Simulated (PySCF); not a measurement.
## Ionisation energy of Au⁴⁰⁺ by level of theory

Au⁴⁰⁺ [Kr] 4d3 (4F) → Au⁴¹⁺ [Kr] 4d2 (3F), as a difference of total energies. Computed with PySCF 2.14 in an uncontracted even-tempered set (19 s from 4.1 bohr⁻², ratio 2.5; 14 p from 5.3 bohr⁻², ratio 2.5; 9 d from 5.3 bohr⁻², ratio 2.5; 4 f from 23 bohr⁻², ratio 2.7; 3 g from 35 bohr⁻², ratio 2.7), with scalar relativity by spin-free X2C-1e. Correlated levels: outer shells: [Ar] 3d10 frozen; virtual orbitals above 40 to 60 times the deepest correlated orbital energy dropped. The calculations carry no spin-orbit coupling.

| method | ionisation energy (eV) |
| --- | --- |
| UHF | 1893.0 |
| LDA | 1894.3 |
| PBE | 1894.4 |
| PBE0 | 1894.5 |
| r2SCAN | 1895.0 |
| MP2 (outer shells) | 1893.0 |
| SCS-MP2 (outer shells) | 1892.9 |

Spin-orbit coupling is strong in these open shells (close to jj coupling). The scalar numbers leave it out and a first-order estimate fails, so it can dominate the gap to the real levels.

Breit and QED terms and the two-electron picture change are absent.

For comparison: 1904 ± 4 eV (theoretical estimate listed by NIST; NIST Atomic Spectra Database, ionization energies).
